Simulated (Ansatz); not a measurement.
Series B-XY, Y = H, computed as singlets and as triplets. Gas-phase values, no solvent. One relaxed conformer stands for each flexible species; it need not be the lowest. Strings in code marks are SMILES.

Quantity: adiabatic spin-state energy, in kcal/mol. HF references are unrestricted for open shells and restricted for singlets. The restricted reference of `[BH-]S` is unstable towards unrestricted orbitals.

Case: `[BH-]S`: multiplicity 3 minus multiplicity 1. The other species in the difference include `[BH-]S` (H–B–S–H torsion 0°) (charge -1, multiplicity 1). Geometry of `[BH-]S` (charge -1, multiplicity 3, Å):

```xyz
4

B     -0.8356     0.2440     0.3175
S      0.8528     0.5729    -0.3185
H     -1.6724    -0.4294    -0.2382
H      1.6552    -0.3875     0.2392
```

**Question.** Give the adiabatic spin-state energy at the level frozen-core CCSD(T)/aug-cc-pVTZ // PBE0-D3(BJ)/def2-TZVPD (Ansatz, a first-principles code).

**Answer.** 15.2 kcal/mol.
